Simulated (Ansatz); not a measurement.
C4H6Si2, SMILES `C#C[SiH]1[SiH2]C1=C` at its PBE0-D4/def2-TZVP geometry, where that method's forces vanish. Total charge 0; spin multiplicity 1.

| atom | x (Å) | y (Å) | z (Å) |
| --- | --- | --- | --- |
| C1 | -2.869 | -0.867 | -0.207 |
| C2 | -1.827 | -0.459 | 0.243 |
| Si3 | -0.256 | 0.114 | 0.926 |
| Si4 | 1.006 | 2.007 | -0.264 |
| C5 | 1.223 | 0.112 | -0.125 |
| C6 | 2.106 | -0.782 | -0.558 |
| H7 | -3.789 | -1.223 | -0.610 |
| H8 | -0.158 | -0.173 | 2.373 |
| H9 | -0.158 | 1.888 | -1.242 |
| H10 | -0.261 | 1.723 | 0.972 |
| H11 | 2.938 | -0.501 | -1.201 |
| H12 | 2.046 | -1.838 | -0.306 |

(1) For each bond, give half the difference of the two atoms' forces along it (eV/Å; positive pushes the atoms apart) under PBE-D4, r2SCAN-D4, B3LYP-D4, ωB97M-V in def2-TZVPP. (Best estimate.)

Results:

(1) Computed: 
| bond | length (Å) | PBE-D4 | r2SCAN-D4 | B3LYP-D4 | ωB97M-V |
| --- | --- | --- | --- | --- | --- |
| C1–C2 | 1.206 | 1.03 | 0.45 | 0.02 | -0.34 |
| C1–H7 | 1.066 | -0.38 | -0.25 | -0.10 | 0.07 |
| C2–Si3 | 1.806 | -0.63 | -0.29 | 0.02 | 0.36 |
| Si3–Si4 | 2.567 | 0.13 | -0.01 | 0.27 | 0.11 |
| Si3–C5 | 1.815 | -0.04 | -0.03 | 0.07 | 0.00 |
| Si3–H8 | 1.479 | 0.09 | -0.01 | -0.17 | -0.22 |
| Si3–H10 | 1.610 | 0.17 | 0.08 | -0.05 | -0.18 |
| Si4–C5 | 1.912 | -0.09 | -0.10 | 0.12 | 0.16 |
| Si4–H9 | 1.526 | 0.16 | -0.02 | -0.05 | -0.09 |
| C5–C6 | 1.328 | 0.36 | 0.24 | 0.08 | -0.03 |
| C6–H11 | 1.089 | 0.02 | -0.07 | -0.06 | -0.04 |
| C6–H12 | 1.087 | 0.00 | -0.07 | -0.07 | -0.04 |

B3LYP here is the variant with VWN-RPA as its local correlation; programs differ in this.
